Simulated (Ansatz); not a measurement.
One change: `C[SiH](Cl)[GeH3]` becomes `C=N[SiH](C)Cl`.

Ansatz, PBE0-D4/def2-TZVP geometries, multiplicity 1. Each molecule was computed in one conformer, which needn't be the lowest.

Scalar relativity is left out up to krypton.

```tsv
property	`C[SiH](Cl)[GeH3]`
LUMO energy (B3LYP/def2-TZVPP) / eV	-0.22
size of the dipole moment (PBE/def2-TZVPP) / D	1.69
HOMO–LUMO gap (B3LYP/def2-TZVPP) / eV	7.48
HOMO energy (B3LYP/def2-TZVPP) / eV	-7.70
HOMO energy (PBE0/def2-TZVPP) / eV	-7.90
HOMO–LUMO gap (PBE/def2-TZVPP) / eV	5.85
```

(1) What does the change do to each property? (Best estimate.)

Answers

(1) Ansatz gave: 
```csv
property,`C=N[SiH](C)Cl`,shift
LUMO energy (B3LYP/def2-TZVPP) / eV,-1.36,-1.14
size of the dipole moment (PBE/def2-TZVPP) / D,1.06,-0.63
HOMO–LUMO gap (B3LYP/def2-TZVPP) / eV,5.81,-1.67
HOMO energy (B3LYP/def2-TZVPP) / eV,-7.18,0.52
HOMO energy (PBE0/def2-TZVPP) / eV,-7.39,0.51
HOMO–LUMO gap (PBE/def2-TZVPP) / eV,3.77,-2.08
```

With PBE0 the HOMO rises by 0.51 eV and the LUMO falls by 1.07 eV, so the gap narrows by about 1.58 eV. PBE moves the HOMO by 0.76 eV and ωB97M-V by 0.22 eV. Dipoles are sizes alone; their direction can turn.

B3LYP here is the variant with VWN-RPA as its local correlation; programs differ in this.
